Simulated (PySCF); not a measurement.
AlFH2OSe, SMILES [OH][Al]([F])[SeH].

The structure is a stationary point at B3LYP-D3(BJ)/def2-SVP. One conformer was computed; it need not be the lowest.

The numbers are results of B3LYP-D3(BJ)/def2-SVP (PySCF 2.14.0), not measurements.

Frequencies are harmonic and unscaled.

Computed vibrational spectrum:
| mode | ν (cm⁻¹) | IR (km/mol) | Raman (Å⁴/amu) | depolarisation | moving atoms (share of kinetic energy) |
|---|---|---|---|---|---|
| 1 | 144 | 2.2 | 0.7 | 0.75 | F 35 %, O 28 %, Al 21 %, Se 10 % |
| 2 | 201 | 26.9 | 1.7 | 0.58 | F 37 %, O 33 %, Se 21 %, H 10 % |
| 3 | 229 | 15.1 | 3.3 | 0.75 | H 95 % |
| 4 | 240 | 19.5 | 1.9 | 0.75 | Al 66 %, F 12 %, H 11 %, O 9 % |
| 5 | 326 | 158.6 | 1.9 | 0.75 | H 83 %, O 12 % |
| 6 | 382 | 51.7 | 9.8 | 0.11 | Al 44 %, Se 22 %, F 14 %, H 11 %, O 10 % |
| 7 | 552 | 137.3 | 3.5 | 0.10 | H 70 %, O 26 % |
| 8 | 599 | 4.1 | 8.6 | 0.74 | H 94 % |
| 9 | 819 | 170.7 | 1.9 | 0.25 | Al 37 %, F 35 %, O 21 % |
| 10 | 953 | 103.1 | 1.4 | 0.34 | Al 50 %, O 28 %, F 18 % |
| 11 | 2407 | 6.2 | 135.2 | 0.30 | H 99 % |
| 12 | 3922 | 114.6 | 172.1 | 0.29 | H 94 % |
